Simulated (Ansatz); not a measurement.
Steps of a relaxation of C2H6BFS (`BCC(F)S`) with RKS PBE-D4/def2-SVP.

```sh
$ ansatz run in.yaml --threads 4 --pin off --events-out ev --progress --plain --max-ram 10444MiB
```

```yaml
crystal:
  periodic: [false, false, false]
  atoms:
    - {symbol: B, position_ang: [-0.794900, 1.368300, 0.041100]}
    - {symbol: C, position_ang: [-0.220500, 0.094400, 0.678400]}
    - {symbol: C, position_ang: [0.882700, -0.487500, -0.184700]}
    - {symbol: F, position_ang: [1.632100, -1.470900, 0.543500]}
    - {symbol: S, position_ang: [0.289900, -1.212300, -1.745500]}
    - {symbol: H, position_ang: [-0.797000, 2.456700, 0.608700]}
    - {symbol: H, position_ang: [-1.348100, 1.364000, -1.020600]}
    - {symbol: H, position_ang: [-0.980600, -0.639900, 0.816200]}
    - {symbol: H, position_ang: [0.189000, 0.384300, 1.721100]}
    - {symbol: H, position_ang: [1.662600, 0.301300, -0.388500]}
    - {symbol: H, position_ang: [-0.449700, -2.215400, -1.049100]}
basis:
  gaussian: {orbitals: def2-SVP}
hamiltonian: {xc: pbe, dispersion: d4}
relax: {f_tol: 0.03, max_steps: 200}
```

Positions (Å) and forces (eV/Å) along the path, 12 of 28 steps:

```xyz
11
step=1 energy=-16380.1793 eV
B    -0.795    1.368    0.041   -0.882    1.120    0.003
C    -0.221    0.094    0.678    1.977    1.101    1.560
C     0.883   -0.487   -0.185    1.404   -0.408    0.774
F     1.632   -1.471    0.543   -0.763    0.563   -0.356
S     0.290   -1.212   -1.746   -0.494   -0.926    0.605
H    -0.797    2.457    0.609    0.169   -0.210    0.031
H    -1.348    1.364   -1.021   -0.064   -0.127   -0.506
H    -0.981   -0.640    0.816   -1.275   -1.112    0.200
H     0.189    0.384    1.721   -0.218   -0.650   -1.133
H     1.663    0.301   -0.389   -0.476   -0.292   -0.441
H    -0.450   -2.215   -1.049    0.623    0.942   -0.738
11
step=2 energy=-16380.3968 eV
B    -0.877    1.381    0.068    0.381    0.550   -0.372
C    -0.209    0.114    0.698    0.518    0.400    0.640
C     0.891   -0.487   -0.168    0.677   -0.483    0.332
F     1.598   -1.457    0.588   -0.420    0.507   -0.291
S     0.325   -1.232   -1.732   -0.237   -0.393    0.171
H    -0.800    2.471    0.621   -0.244   -0.168    0.098
H    -1.320    1.366   -1.067   -0.152   -0.128    0.121
H    -0.983   -0.652    0.856   -0.359   -0.381    0.069
H     0.239    0.344    1.705   -0.165   -0.160   -0.422
H     1.654    0.281   -0.457   -0.234   -0.124   -0.056
H    -0.451   -2.186   -1.092    0.235    0.381   -0.291
11
step=7 energy=-16380.5825 eV
B    -0.876    1.381    0.039    0.069    0.039   -0.198
C    -0.046    0.211    0.653   -0.142    0.063    0.066
C     0.969   -0.564   -0.177   -0.124   -0.124    0.145
F     1.555   -1.531    0.636    0.037    0.025   -0.015
S     0.307   -1.326   -1.702    0.049    0.061   -0.086
H    -1.504    2.118    0.784    0.023   -0.092   -0.047
H    -0.953    1.539   -1.172   -0.003    0.033    0.163
H    -0.879   -0.478    0.967    0.085   -0.039   -0.003
H     0.420    0.493    1.624    0.007    0.012   -0.004
H     1.780    0.111   -0.532   -0.023   -0.023   -0.087
H    -0.707   -2.010   -1.099    0.022    0.045    0.064
11
step=13 energy=-16380.6480 eV
B    -0.839    1.359    0.011    0.015    0.040   -0.007
C    -0.088    0.157    0.670    0.006   -0.032    0.030
C     0.924   -0.567   -0.199    0.015    0.005    0.028
F     1.630   -1.497    0.550   -0.003    0.022   -0.018
S     0.152   -1.351   -1.669   -0.025    0.006    0.017
H    -1.831    1.812    0.555    0.002   -0.019   -0.049
H    -0.409    1.909   -0.989   -0.010   -0.026    0.056
H    -0.792   -0.572    1.131    0.000   -0.015   -0.016
H     0.435    0.604    1.558    0.007    0.016   -0.039
H     1.653    0.149   -0.641    0.000   -0.007    0.001
H    -0.769   -2.061   -0.954   -0.008    0.010   -0.005
11
step=14 energy=-16380.6510 eV
B    -0.838    1.350    0.007    0.027    0.029   -0.012
C    -0.085    0.155    0.677    0.011   -0.028    0.039
C     0.924   -0.565   -0.198    0.002    0.005    0.037
F     1.633   -1.499    0.542    0.009    0.005   -0.012
S     0.139   -1.340   -1.665   -0.018   -0.003   -0.017
H    -1.849    1.787    0.522   -0.042   -0.002   -0.020
H    -0.386    1.914   -0.974    0.006   -0.014    0.026
H    -0.785   -0.575    1.143    0.006   -0.017   -0.019
H     0.442    0.610    1.557    0.007    0.020   -0.026
H     1.651    0.152   -0.641    0.007    0.000   -0.002
H    -0.781   -2.047   -0.950   -0.015    0.005    0.005
11
step=15 energy=-16380.6528 eV
B    -0.830    1.318   -0.005   -0.299    0.245   -0.103
C    -0.073    0.145    0.704    0.056    0.062    0.124
C     0.925   -0.562   -0.192    0.009    0.021   -0.005
F     1.652   -1.508    0.508   -0.012    0.000   -0.011
S     0.087   -1.301   -1.653    0.005    0.001   -0.023
H    -1.947    1.683    0.390    0.443   -0.139   -0.186
H    -0.273    1.945   -0.906   -0.164   -0.123    0.228
H    -0.746   -0.592    1.192   -0.004   -0.011   -0.010
H     0.470    0.643    1.552   -0.012   -0.042   -0.031
H     1.638    0.164   -0.644    0.002   -0.013    0.005
H    -0.837   -1.991   -0.926   -0.022   -0.002    0.012
11
step=18 energy=-16380.6747 eV
B    -0.830    1.278   -0.031    0.031   -0.012   -0.046
C    -0.046    0.154    0.740    0.006   -0.002    0.084
C     0.930   -0.552   -0.179    0.023   -0.030    0.066
F     1.648   -1.531    0.483   -0.028    0.020   -0.042
S     0.037   -1.235   -1.639   -0.023    0.027   -0.042
H    -1.980    1.557    0.246   -0.036   -0.023   -0.017
H    -0.247    1.955   -0.859    0.004   -0.003   -0.002
H    -0.710   -0.593    1.228    0.027    0.022   -0.011
H     0.510    0.656    1.572   -0.001   -0.010   -0.011
H     1.650    0.164   -0.633    0.010    0.011    0.003
H    -0.896   -1.909   -0.907   -0.014    0.000    0.018
11
step=19 energy=-16380.6865 eV
B    -0.830    1.252   -0.048    0.051   -0.054   -0.019
C    -0.033    0.157    0.763    0.005    0.030    0.031
C     0.931   -0.546   -0.170    0.032   -0.057    0.075
F     1.645   -1.547    0.464   -0.055    0.049   -0.066
S     0.006   -1.188   -1.633   -0.034    0.049   -0.007
H    -2.001    1.493    0.175   -0.007   -0.045   -0.037
H    -0.228    1.948   -0.847   -0.006    0.004   -0.001
H    -0.689   -0.594    1.254    0.022    0.023    0.005
H     0.532    0.666    1.583   -0.007   -0.008    0.000
H     1.656    0.168   -0.621    0.006    0.006    0.007
H    -0.922   -1.867   -0.900   -0.008    0.004    0.010
11
step=22 energy=-16380.8024 eV
B    -0.808    1.114   -0.138   -0.041   -0.120   -0.229
C     0.034    0.183    0.861   -0.055   -0.001   -0.058
C     0.937   -0.526   -0.121    0.077   -0.185    0.065
F     1.586   -1.636    0.377   -0.101    0.123   -0.094
S    -0.139   -0.944   -1.596   -0.017    0.278    0.201
H    -2.034    1.115   -0.172    0.248   -0.013    0.030
H    -0.192    1.974   -0.762   -0.118   -0.117    0.047
H    -0.591   -0.573    1.381    0.004    0.019    0.031
H     0.627    0.734    1.621   -0.013    0.013    0.017
H     1.693    0.161   -0.560    0.020    0.002   -0.013
H    -1.047   -1.660   -0.871   -0.005    0.001    0.003
11
step=24 energy=-16380.8672 eV rejected
B    -0.789    0.913   -0.292   -0.496    0.255    0.426
C     0.070    0.189    0.916    0.040    0.085   -0.241
C     0.977   -0.514   -0.057    0.228   -0.460    0.139
F     1.524   -1.738    0.293   -0.307    0.625   -0.282
S    -0.256   -0.605   -1.531   -0.046   -0.675    0.276
H    -2.026    0.963   -0.222    0.424    0.065   -0.053
H    -0.228    1.841   -0.846    0.029    0.237    0.032
H    -0.535   -0.563    1.466   -0.023    0.011   -0.009
H     0.621    0.824    1.643   -0.087   -0.079   -0.057
H     1.776    0.144   -0.467   -0.013   -0.101    0.014
H    -1.070   -1.512   -0.882    0.251    0.038   -0.244
11
step=27 energy=-16380.9263 eV
B    -0.795    0.961   -0.251   -0.033   -0.017   -0.037
C     0.065    0.194    0.907   -0.027    0.035   -0.012
C     0.967   -0.514   -0.066    0.010    0.032   -0.025
F     1.513   -1.713    0.284    0.024   -0.055    0.041
S    -0.246   -0.663   -1.523   -0.058   -0.077   -0.018
H    -2.014    1.015   -0.208    0.041    0.021    0.025
H    -0.223    1.867   -0.844    0.000    0.046    0.062
H    -0.551   -0.556    1.447    0.002    0.000   -0.007
H     0.616    0.804    1.652   -0.007    0.003   -0.008
H     1.762    0.143   -0.484   -0.009   -0.007   -0.004
H    -1.028   -1.595   -0.893    0.057    0.020   -0.018
11
step=28 energy=-16380.9281 eV
B    -0.797    0.965   -0.252   -0.008   -0.015   -0.005
C     0.064    0.195    0.902   -0.006    0.001    0.001
C     0.966   -0.517   -0.069    0.020    0.005    0.004
F     1.514   -1.715    0.291   -0.014    0.016   -0.001
S    -0.245   -0.674   -1.527   -0.015   -0.009   -0.001
H    -2.014    1.020   -0.205    0.012    0.004    0.008
H    -0.224    1.883   -0.828    0.000   -0.004    0.001
H    -0.553   -0.554    1.442    0.004   -0.003    0.000
H     0.615    0.806    1.645   -0.006    0.002   -0.002
H     1.761    0.139   -0.489    0.001   -0.013    0.002
H    -1.020   -1.605   -0.891    0.012    0.017   -0.007
```

Hardware: 4 threads of an Arm Neoverse V1 on a shared host. Wall time 35 s, peak host memory 0.16 GiB.
